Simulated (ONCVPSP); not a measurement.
## Building the ONCV potential for iridium (Ir) (PBE, scalar-relativistic).

The input file (ONCVPSP 4.0.1):

```
# ATOM AND REFERENCE CONFIGURATION
# atsym  z   nc   nv     iexc    psfile
  Ir 77.00   10    4        4      upf
#
#   n    l    f
    1    0    2.00
    2    0    2.00
    2    1    6.00
    3    0    2.00
    3    1    6.00
    3    2   10.00
    4    0    2.00
    4    1    6.00
    4    2   10.00
    4    3   14.00
    5    0    2.00
    5    1    6.00
    5    2    7.00
    6    0    2.00
#
# PSEUDOPOTENTIAL AND OPTIMIZATION
# lmax
    2
#
#   l,   rc,      ep,       ncon, nbas, qcut
    0    1.55    0.00    4    8    6.70
    1    1.70    0.00    3    8    8.00
    2    2.35    0.00    3    7    6.80
#
# LOCAL POTENTIAL
# lloc, lpopt,  rc(5),   dvloc0
    4    3    1.55    0.00
#
# VANDERBILT-KLEINMAN-BYLANDER PROJECTORs
# l, nproj, debl
    0    2    1.50
    1    2    3.30
    2    2    1.80
#
# MODEL CORE CHARGE
# icmod, fcfact, rcfact
    0    0.00    0.00
#
# LOG DERIVATIVE ANALYSIS
# epsh1, epsh2, depsh
   -5.00    5.00    0.04
#
# OUTPUT GRID
# rlmax, drl
    6.00    0.01
#
# TEST CONFIGURATIONS
# ncnf
    4
# nvcnf
#   n    l    f
    4
    5    0    2.00
    5    1    6.00
    5    2    7.00
    6    0    1.00
#
    4
    5    0    2.00
    5    1    6.00
    5    2    7.00
    6    0    0.00
#
    4
    5    0    2.00
    5    1    6.00
    5    2    6.00
    6    0    0.00
#
    4
    5    0    2.00
    5    1    6.00
    5    2    6.00
    6    0    2.00
#
```

Command:

```bash
oncvpsp.x < Ir.dat > Ir.out
```

The program printed (shortened: citation, most of the input echo, consistency checks and plot data are left out):

```
ONCVPSP  (Optimized Norm-Conservinng Vanderbilt PSeudopotential)
scalar-relativistic version 4.0.1

#   n    l    f        energy (Ha)
    1    0    2.00    -2.7980481E+03
    2    0    2.00    -4.8946590E+02
    2    1    6.00    -4.2516168E+02
    3    0    2.00    -1.1448287E+02
    3    1    6.00    -9.5683617E+01
    3    2   10.00    -7.5010334E+01
    4    0    2.00    -2.4423332E+01
    4    1    6.00    -1.8259112E+01
    4    2   10.00    -1.0693580E+01
    4    3   14.00    -2.2855007E+00
    5    0    2.00    -3.6009185E+00
    5    1    6.00    -2.0101431E+00
    5    2    7.00    -2.6266829E-01
    6    0    2.00    -2.3267220E-01

Reference configufation results
  iterations    27
  all-electron total energy (Ha)   -1.78275495D+04

Begin loop to  construct optimized pseudo wave functions
and semi-local pseudopoentials for all angular momenta

Calculating optimized projector #   1

 for l=   0

    Fraction of norm inside rc  0.950193
    Optimizing pswf for qcut=   6.69 a_B^-1,  ecut=  22.37 Ha
    Residual kinetic energy error=  1.68D-04 Ha

    Energy error per electron        Cutoff
         Ha          eV             Ha
         0.01000     0.27211       14.69
         0.00100     0.02721       19.16
         0.00010     0.00272       29.96
         0.00001     0.00027       73.59

Calculating optimized projector #   2

 for l=   0

    Fraction of norm inside rc  0.062478
    Optimizing pswf for qcut=   6.69 a_B^-1,  ecut=  22.37 Ha
    Residual kinetic energy error=  1.48D-04 Ha

    Energy error per electron        Cutoff
         Ha          eV             Ha
         0.01000     0.27211       12.09
         0.00100     0.02721       18.54
         0.00010     0.00272       23.96
         0.00001     0.00027       77.54

   Wellstate for l =  1  n =  7
     eigenvalue =   1.2899
     asymptotic potential =   1.7899
     half-point radius =  4.0004

Calculating optimized projector #   1

 for l=   1

    Fraction of norm inside rc  0.917162
    Optimizing pswf for qcut=   8.01 a_B^-1,  ecut=  32.05 Ha
    Residual kinetic energy error=  4.68D-07 Ha

    Energy error per electron        Cutoff
         Ha          eV             Ha
         0.01000     0.27211       10.57
         0.00100     0.02721       13.34
         0.00010     0.00272       22.20
         0.00001     0.00027       26.90

Calculating optimized projector #   2

 for l=   1

    Fraction of norm inside rc  0.078200
    Optimizing pswf for qcut=   8.01 a_B^-1,  ecut=  32.05 Ha
    Residual kinetic energy error=  1.46D-06 Ha

    Energy error per electron        Cutoff
         Ha          eV             Ha
         0.01000     0.27211        9.44
         0.00100     0.02721       12.54
         0.00010     0.00272       23.89
         0.00001     0.00027       28.77

   Wellstate for l =  2  n =  7
     eigenvalue =   1.5373
     asymptotic potential =   2.0373
     half-point radius =  4.5655

Calculating optimized projector #   1

 for l=   2

    Fraction of norm inside rc  0.828582
    Optimizing pswf for qcut=   6.79 a_B^-1,  ecut=  23.07 Ha
    Residual kinetic energy error=  1.17D-07 Ha

    Energy error per electron        Cutoff
         Ha          eV             Ha
         0.01000     0.27211       12.03
         0.00100     0.02721       15.22
         0.00010     0.00272       17.80
         0.00001     0.00027       19.72

Calculating optimized projector #   2

 for l=   2

    Fraction of norm inside rc  0.169167
    Optimizing pswf for qcut=   6.79 a_B^-1,  ecut=  23.07 Ha
    Residual kinetic energy error=  4.96D-07 Ha

    Energy error per electron        Cutoff
         Ha          eV             Ha
         0.01000     0.27211       12.20
         0.00100     0.02721       15.64
         0.00010     0.00272       18.51
         0.00001     0.00027       20.62

Construct Vanderbilt / Kleinmman-Bylander projectors

B matrix Hermiticity error, ll=   0
   1   2    5.4848E-04

  Orthonormal projector coefficients  5.1666E+00 -3.0358E-01

B matrix Hermiticity error, ll=   1
   1   2   -4.7489E-04

  Orthonormal projector coefficients  2.2172E+00 -1.8411E-01

B matrix Hermiticity error, ll=   2
   1   2   -1.7502E-04

  Orthonormal projector coefficients -6.8387E-01 -1.8122E-01

Pseudoatom total energy -105.201365

Diagnostic tests using Vanderbilt-Kleinman-Bylander pseudopotentials
  1 or more projectors used as specified by nproj input data

   l    rcore       rmatch      e in        delta e   norm test  slope test

   0   1.5591839   1.6065241  -3.6009185   0.0000011   1.0003297   1.0003164
   0   1.5591839   1.6065241  -0.2326722   0.0000058   1.0000425   1.0000365

   1   1.7055602   1.7573447  -2.0101431   0.0000059   1.0002383   1.0002442
   1   1.7055602   1.7573447   1.2898569   0.0000797   1.0002128   1.0002128

   2   2.3559063   2.4274368  -0.2626683  -0.0000057   1.0001097   1.0001062
   2   2.3559063   2.4274368   1.5373317   0.0000111   1.0001337   1.0001337

 Testing for bound ghosts
   n   l    E NL Schr. Eq   E Basis Diag.   E Cutoff

   1   0       -3.600917       -3.600917    108.87
   2   0       -0.232666       -0.174859    108.87

   2   1       -2.010137       -2.010143    104.62

   3   2       -0.262674       -0.262494     46.64

 Testing for highly-localized positive-energy ghosts
       l    <radius>/rc     E Basis Diag.   E Cutoff

Test configuration 0

   n   l     f        eae           eps        diff
   1   0  2.0000-2798.04809588
   2   0  2.0000 -489.46589911
   2   1  6.0000 -425.16167727
   3   0  2.0000 -114.48286607
   3   1  6.0000  -95.68361679
   3   2 10.0000  -75.01033426
   4   0  2.0000  -24.42333224
   4   1  6.0000  -18.25911217
   4   2 10.0000  -10.69358011
   4   3 14.0000   -2.28550074
   5   0  2.0000   -3.60091853   -3.60091743    1.10D-06
   5   1  6.0000   -2.01014307   -2.01013713    5.94D-06
   5   2  7.0000   -0.26266829   -0.26267396   -5.67D-06
   6   0  2.0000   -0.23267220   -0.23266639    5.82D-06

    Total energies and differences
      AE_ref= -1.78275495D+04  AE_tst= -1.78275495D+04  dif=  0.00D+00
      PS_ref= -1.05201365D+02  PS_tst= -1.05201365D+02  dif=  9.09D-13
      PSP excitation error= -9.09D-13

Test configuration 1

   n   l     f        eae           eps        diff
   1   0  2.0000-2798.35470907
   2   0  2.0000 -489.77016094
   2   1  6.0000 -425.46599407
   3   0  2.0000 -114.78754322
   3   1  6.0000  -95.98829847
   3   2 10.0000  -75.31483082
   4   0  2.0000  -24.72827796
   4   1  6.0000  -18.56402584
   4   2 10.0000  -10.99838306
   4   3 14.0000   -2.59031417
   5   0  2.0000   -3.90655020   -3.90789778   -1.35D-03
   5   1  6.0000   -2.31690693   -2.31749702   -5.90D-04
   5   2  7.0000   -0.56312981   -0.56320921   -7.94D-05
   6   0  1.0000   -0.49856597   -0.49856817   -2.20D-06

    Total energies and differences
      AE_ref= -1.78275495D+04  AE_tst= -1.78271865D+04  dif=  3.63D-01
      PS_ref= -1.05201365D+02  PS_tst= -1.04838161D+02  dif=  3.63D-01
      PSP excitation error= -1.27D-04

Test configuration 2

   n   l     f        eae           eps        diff
   1   0  2.0000-2798.70196854
   2   0  2.0000 -490.11424978
   2   1  6.0000 -425.81016652
   3   0  2.0000 -115.13187023
   3   1  6.0000  -96.33263159
   3   2 10.0000  -75.65896240
   4   0  2.0000  -25.07279106
   4   1  6.0000  -18.90848291
   4   2 10.0000  -11.34267453
   4   3 14.0000   -2.93449682
   5   0  2.0000   -4.25079574   -4.25412285   -3.33D-03
   5   1  6.0000   -2.66153524   -2.66310948   -1.57D-03
   5   2  7.0000   -0.89701874   -0.89723339   -2.15D-04

    Total energies and differences
      AE_ref= -1.78275495D+04  AE_tst= -1.78265445D+04  dif=  1.01D+00
      PS_ref= -1.05201365D+02  PS_tst= -1.04195930D+02  dif=  1.01D+00
      PSP excitation error= -3.87D-04

Test configuration 3

   n   l     f        eae           eps        diff
   1   0  2.0000-2799.22383653
   2   0  2.0000 -490.63795303
   2   1  6.0000 -426.33388224
   3   0  2.0000 -115.65307094
   3   1  6.0000  -96.85382859
   3   2 10.0000  -76.18063118
   4   0  2.0000  -25.59267880
   4   1  6.0000  -19.42831770
   4   2 10.0000  -11.86248919
   4   3 14.0000   -3.45341320
   5   0  2.0000   -4.76140101   -4.76411273   -2.71D-03
   5   1  6.0000   -3.16226565   -3.16380290   -1.54D-03
   5   2  6.0000   -1.35549971   -1.35501800    4.82D-04

    Total energies and differences
      AE_ref= -1.78275495D+04  AE_tst= -1.78254221D+04  dif=  2.13D+00
      PS_ref= -1.05201365D+02  PS_tst= -1.03073411D+02  dif=  2.13D+00
      PSP excitation error= -5.29D-04

Test configuration 4

   n   l     f        eae           eps        diff
   1   0  2.0000-2798.47399276
   2   0  2.0000 -489.89460993
   2   1  6.0000 -425.59033501
   3   0  2.0000 -114.91014432
   3   1  6.0000  -96.11088885
   3   2 10.0000  -75.43797151
   4   0  2.0000  -24.84990498
   4   1  6.0000  -18.68569959
   4   2 10.0000  -11.12026206
   4   3 14.0000   -2.71174177
   5   0  2.0000   -4.02234575   -4.02083639    1.51D-03
   5   1  6.0000   -2.42480068   -2.42420594    5.95D-04
   5   2  6.0000   -0.64381358   -0.64333032    4.83D-04
   6   0  2.0000   -0.53817849   -0.53818676   -8.27D-06

    Total energies and differences
      AE_ref= -1.78275495D+04  AE_tst= -1.78271016D+04  dif=  4.48D-01
      PS_ref= -1.05201365D+02  PS_tst= -1.04753555D+02  dif=  4.48D-01
      PSP excitation error=  1.76D-04
```

The run took about 6.5 s on one core of a shared server CPU.
